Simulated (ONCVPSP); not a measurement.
Bi (Z = 83), ONCV: configuration errors across variants

bismuth (Bi), optimised norm-conserving Vanderbilt (ONCV), made with ONCVPSP 4.0.1 (PBE, scalar-relativistic). Core [Xe] 4f14 5d10, reference 6s1.75 6p3.25. Waves: 6s: rc 1.55 bohr, ncon 3, nbas 6, qcut 3.8 1/bohr, 3 projectors, debl 3 Ha; 6p: rc 2.60 bohr, ncon 5, nbas 9, qcut 3.1 1/bohr, 2 projectors, debl 0.4 Ha. Local part: polynomial inside 1.05 bohr (lpopt 4, dvloc0 0 Ha). Core correction: Teter function, fcfact 3.25, rcfact 1.3.

All-electron excitation energies from the reference (eV): (1) 6s2 6p3 -2.487; (2) 6s2 6p2 5.426; (3) 6s2 6p1 20.673; (4) 6s2 6p2.5 0.610.

1 further variants failed, have other tests or too few solved ones, and are left out.

A true bound ghost makes a file unfit for plane-wave use even where its test errors are small: the radial tests pick states by their node count and pass the ghost by.

Errors AE − PS in meV (a dash: test not solved or not reliable):

| change | (1) | (2) | (3) | (4) | bound ghosts | GHOST(+) flags above zero |
| --- | --- | --- | --- | --- | --- | --- |
| base | +0.2 | -3.7 | -45 | +0.5 | s, p | s |
| local potential polynomial inside 1.05 bohr (lpopt 4, dvloc0 -0.5 Ha) | +0.2 | -3.7 | -45 | +0.5 | s, p | s |
| local potential polynomial inside 1.05 bohr (lpopt 4, dvloc0 1 Ha) | +0.2 | -3.7 | -45 | +0.5 | s, p | s |
| local potential polynomial inside 1.05 bohr (lpopt 4, dvloc0 2.5 Ha) | +0.2 | -3.8 | -45 | +0.4 | s, p | s |
| local potential polynomial inside 1.05 bohr (lpopt 4, dvloc0 5 Ha) | +0.3 | -3.6 | -45 | +0.6 | s | s, p |
| local potential polynomial inside 1.05 bohr (lpopt 4, dvloc0 7.5 Ha) | +0.2 | -3.7 | -45 | +0.5 | s | s, p |
| local potential polynomial inside 1.05 bohr (lpopt 4, dvloc0 9.5 Ha) | +0.2 | -3.7 | -45 | +0.5 | s | p |

Task: Give the same row for: local potential polynomial inside 1.05 bohr (lpopt 4, dvloc0 6 Ha).

Result: +0.2, -3.6, -45, +0.5; bound ghosts: s; GHOST(+) flags above zero: s, p.
